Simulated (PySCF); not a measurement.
# ClCuN, quartet: structure and spectrum

These are results of UPBE0/[Cu def2-TZVP, N def2-TZVP, Cl def2-TZVP], no relativity, density fitting, PySCF, not measurements.

The structure is a minimum.

```
Point group                                                                   : C∞v
Bond lengths                                                                  : Cu–Cl 2.098 Å, Cu–N 1.755 Å
Bond angles                                                                   : Cl–Cu–N 180.0°
Heat capacity Cp at 298.15 K                                                  : 56.2 J/(mol K)
Dipole moment                                                                 : 3.54 D
Principal quadrupole moments (Buckingham, traceless) about the centre of mass : -4.73, 2.37, 2.37 D Å
Enthalpy at 298.15 K above 0 K                                                : 14.21 kJ/mol
Rotational symmetry number                                                    : 1
Spin squared ⟨S²⟩                                                             : 3.761
Lowest empty level (β)                                                        : -5.31 eV
Rotational constants                                                          : 0.09591 cm⁻¹
Zero-point energy                                                             : 6.6 kJ/mol
Principal polarisabilities                                                    : 26.8, 26.8, 73.8 bohr³
Highest occupied level (α)                                                    : -8.12 eV
Atomisation energy without zero-point energy                                  : 458 kJ/mol
Entropy at 298.15 K and 1 bar (electronic part: spin only)                    : 294.6 J/(mol K)
```

Harmonic modes (masses in u: Cu 62.930, N 14.003, Cl 34.969):
| symmetry | ω (cm⁻¹) | IR (km/mol, summed over degenerate members) | μ (u) |
| --- | --- | --- | --- |
| π | 61 | 18.9 | 22.23 |
| σ+ | 386 | 29.0 | 29.63 |
| σ+ | 601 | 8.5 | 18.07 |

In C∞v the vibrations span π + 2σ+.

Charges (e):
| atom | Mulliken | Löwdin | polar tensor | spin (Mulliken) | Mayer order to Cu1 |
| --- | --- | --- | --- | --- | --- |
| Cu1 | 0.45 | -0.03 | 0.45 | 0.47 | – |
| N2 | -0.06 | 0.07 | 0.10 | 2.50 | 1.12 |
| Cl3 | -0.38 | -0.04 | -0.55 | 0.03 | 1.02 |

Mulliken populations on Cu1: s 6.58, p 12.32, d 9.65, f 0.00.

Formally Cu is in oxidation state +4, d7, with 3 unpaired electrons (the high-spin count). The Mulliken spin on Cu is 0.47, so most of the spin sits on the ligands and the formal count fails. The polar-tensor charge on Cu, 0.45, is far below the formal one.

Only a few start shapes were tried, so a lower isomer may exist. Other spin states or occupations of the open shell can lie lower.

The final relaxation and frequency run took 34 s on 4 threads of a shared Arm Neoverse V2 host, with 113 basis functions and 11 gradients; the process peaked at 0.97 GiB. Launch command: `OMP_NUM_THREADS=4 python axn.py task.json out`.
